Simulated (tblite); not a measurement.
Compound: C₅H₁₂N₂Si.
Geometry (GFN2-xTB, Å), atoms numbered from 1 in this order:
```
atom  x, y, z in Å
N1    -2.8902    1.7379    1.0487
C2    -1.8952    0.9792    0.9967
C3    -1.1391    0.5098   -0.2112
C4    -1.1013   -1.0309   -0.2616
C5     0.2986   -1.3670    0.2503
N6     1.1066   -0.2992   -0.2801
Si7    2.8023   -0.3615   -0.5109
C8     0.3506    0.9190   -0.1175
H9    -3.2194    2.0769    0.1440
H10   -1.5256    0.6040    1.9483
H11   -1.6027    0.9210   -1.1126
H12   -1.2100   -1.3704   -1.2913
H13   -1.8887   -1.4819    0.3414
H14    0.3083   -1.3715    1.3512
H15    0.6628   -2.3316   -0.1013
H16    3.6087   -0.1641    0.7070
H17    3.0601   -1.6978   -1.0448
H18    3.0957    0.7148   -1.4566
H19    0.6309    1.6361   -0.8903
H20    0.5424    1.3878    0.8602
```

Computed values, GFN2-xTB/tblite, gas phase, harmonic and unscaled. This tight-binding method is rough: wavenumbers can miss measured ones by several per cent, in bad cases by 10 to 20. Modes of hydrogen on silicon can be 10 to 20 % off. One conformer, not necessarily the lowest.

Harmonic wavenumbers (cm⁻¹): 28.6, 51.3, 95.8, 125.1, 213.8, 265.3, 324.7, 331.5, 378.5, 481.1, 562.9, 607.7, 671.4, 738.0, 769.6, 773.7, 816.1, 822.9, 878.6, 910.2, 984.0, 1008.2, 1021.4, 1080.1, 1081.8, 1088.8, 1124.3, 1143.7, 1176.8, 1190.2, 1219.0, 1242.3, 1279.5, 1286.9, 1307.4, 1313.6, 1334.7, 1345.7, 1474.8, 1490.4, 1495.0, 1748.6, 2158.1, 2259.3, 2267.6, 2837.5, 2843.1, 2945.3, 2978.0, 2993.6, 2997.0, 2999.9, 3007.5, 3300.2.

A = 4433, B = 877.1, C = 788.7 MHz; mass 128.077 u (most abundant isotopes); point group C1, symmetry number 1.

Problem. What is the zero-point energy?

Solution. ½Σν̃ = 35436 cm⁻¹ = 101.31 kcal/mol.

Problem. What is S at 200 K and 1 bar for an ideal gas of classical rigid rotors and harmonic oscillators?

Solution. Translation 38.50, rotation 27.85, vibration 19.40: S = 85.7 cal/(mol K).

Problem. And Cp and H(200 K) − H(0)?

Solution. Cp = 26.76 cal/(mol K), of which vibrations give 18.81 (their classical limit is 54 R = 107.3); H(200 K) − H(0) = 3.54 kcal/mol without the zero-point energy, 1.95 from vibrations.

Problem. Which modes carry the vibrational entropy at 200 K?

Solution. 28.6 cm⁻¹: 5.13; 51.3 cm⁻¹: 3.98; 95.8 cm⁻¹: 2.77; 125.1 cm⁻¹: 2.26; 213.8 cm⁻¹: 1.32; 265.3 cm⁻¹: 0.98 cal/(mol K); the other 48 give 2.96 together.

Problem. What must be added to the electronic energy to get the Gibbs energy at 200 K and 1 bar?

Solution. ZPE + [H(200 K) − H(0)] − T·S = 101.31 + 3.54 − 17.15 = 87.70 kcal/mol.

Hindered rotation and anharmonicity are outside this model. Other conformers, if any are populated, would add a mixing term that is left out. The structure is chiral; the term R ln 2 for an equal mix with its mirror image is left out.
